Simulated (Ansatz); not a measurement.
Frontier orbitals of `[AlH2][NH]P[SiH3]`.

```xyz
11

Al   -0.948    0.021   -2.394
N    -0.489    0.492   -0.733
P     1.099    0.382   -0.091
Si    0.706   -0.594    1.906
H     0.185   -0.503   -3.359
H    -2.479    0.168   -2.763
H    -1.204    0.826   -0.099
H     1.275    1.679    0.478
H    -0.480    0.006    2.583
H     0.435   -2.040    1.692
H     1.900   -0.438    2.780
```

Charge 0, multiplicity 1. All single points use the PBE0-D4/def2-TZVP geometry. It is one conformer, not always the lowest. Basis def2-TZVPP, the Gaussian-basis code of Ansatz.

```json
{"functional": "PBE", "HOMO (eV)": "-5.91", "LUMO (eV)": "-1.81", "gap (eV)": "4.10"}
{"functional": "revPBE", "HOMO (eV)": "-5.86", "LUMO (eV)": "-1.71", "gap (eV)": "4.15"}
{"functional": "PBE0", "HOMO (eV)": "-6.97", "LUMO (eV)": "-1.04", "gap (eV)": "5.93"}
{"functional": "B3LYP", "HOMO (eV)": "-6.77", "LUMO (eV)": "-1.24", "gap (eV)": "5.53"}
{"functional": "r2SCANh", "HOMO (eV)": "-6.50", "LUMO (eV)": "-1.20", "gap (eV)": "5.30"}
{"functional": "r2SCAN0", "HOMO (eV)": "-7.11", "LUMO (eV)": "-0.83", "gap (eV)": "6.28"}
{"functional": "CAM-B3LYP", "HOMO (eV)": "-8.23", "LUMO (eV)": "-0.11", "gap (eV)": "8.12"}
{"functional": "LC-ωPBE", "HOMO (eV)": "-9.54", "LUMO (eV)": "0.97", "gap (eV)": "10.51"}
{"functional": "ωB97M-V", "HOMO (eV)": "-9.06", "LUMO (eV)": "0.56", "gap (eV)": "9.62"}
```

A quarter of exact exchange (PBE0) shifts PBE's HOMO by −1.06 eV and its LUMO by +0.77 eV; full exchange at long range (ωB97M-V) shifts them by −3.15 and +2.36 eV. The gap opens from 4.10 to 9.62 eV, since occupied levels lose self-interaction and empty ones feel all the electrons. A positive LUMO is unbound and depends on the basis.

B3LYP here is the variant with VWN-RPA as its local correlation; programs differ in this. LC-ωPBE has ω = 0.4 bohr⁻¹.
